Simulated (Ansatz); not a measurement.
Stepwise reaction of `N[Si](N)([SiH3])Cl` with hydrogen, as a gas-phase model of exchange steps in deposition or etching. ΔE in kJ/mol; ΔG adds harmonic PBE0-D4 terms to CCSD(T)/CBS, at 1 bar.

Isolated molecules relaxed with PBE0-D4/def2-TZVP in Ansatz; ΔE leaves out vibrations. CCSD(T)/CBS is the MP2 limit (def2-TZVPP, def2-QZVPP) plus CCSD(T) − MP2 in def2-TZVPP, frozen cores. This one scheme is used for every species. Functionals use def2-TZVPP. B3LYP here is the variant with VWN-RPA as its local correlation; programs differ in this. One conformer a species, not always the lowest.

```csv
step,reaction,PBE-D4,B3LYP-D4,ωB97M-V,CCSD(T)/CBS,ΔG(400 K)
1,`N[Si](N)([SiH3])Cl` + H₂ → `N[SiH]([SiH3])Cl` + NH₃,44.6,47.3,47.6,47.1,48.3
```

(1) Give the row of step 2, `N[SiH]([SiH3])Cl` + H₂ → `[SiH3][SiH2]Cl` + NH₃. (Estimate.)

(2) By hand: ΔE of the 2 steps together at CCSD(T)/CBS.

Answers

(1) Computed: 
```json
{"step": "2", "reaction": "`N[SiH]([SiH3])Cl` + H₂ → `[SiH3][SiH2]Cl` + NH₃", "PBE-D4": "40.3", "B3LYP-D4": "42.3", "ωB97M-V": "42.3", "CCSD(T)/CBS": "40.8", "ΔG(400 K)": "42.0"}
```

(2) (47.1) + (40.8) = 87.9 kJ/mol, or 44.0 kJ/mol a step.

In ΔE each step is lower than the one before. All are uphill at CCSD(T)/CBS. ΔG lies between 42.0 and 48.3 kJ/mol a step. PBE-D4 differs from CCSD(T)/CBS by -2.5 to -0.5 kJ/mol a step. Isolated molecules leave out the surface, adducts and barriers. Largest T1 diagnostic: 0.011.
